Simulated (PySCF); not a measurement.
H3O3Si, SMILES O[Si](O)O (connectivity only; charge and spin as stated), charge +1, multiplicity 1.

The structure is a stationary point at r2SCAN-D4/def2-SVP. The multiplicity is an assumed one; other spin states were not compared. The isomer is the one that the SMILES or the coordinates give; other isomers of the formula were not compared. The values are those of a single conformer.

Level of theory: r2SCAN/def2-TZVPD in PySCF.

Symmetry labels are those of the subgroup Cs that the program uses (full group Cs).

Computed valence orbital energies around the gap with their symmetry:
```csv
orbital,symmetry,energy (eV)
HOMO−7,A',-20.95
HOMO−6,A',-20.05
HOMO−5,A',-16.73
HOMO−4,A",-16.46
HOMO−3,A',-15.91
HOMO−2,A",-15.29
HOMO−1,A',-15.22
HOMO,A",-15.07
LUMO,A',-7.66
LUMO+1,A",-6.46
LUMO+2,A',-4.15
LUMO+3,A',-4.05
```
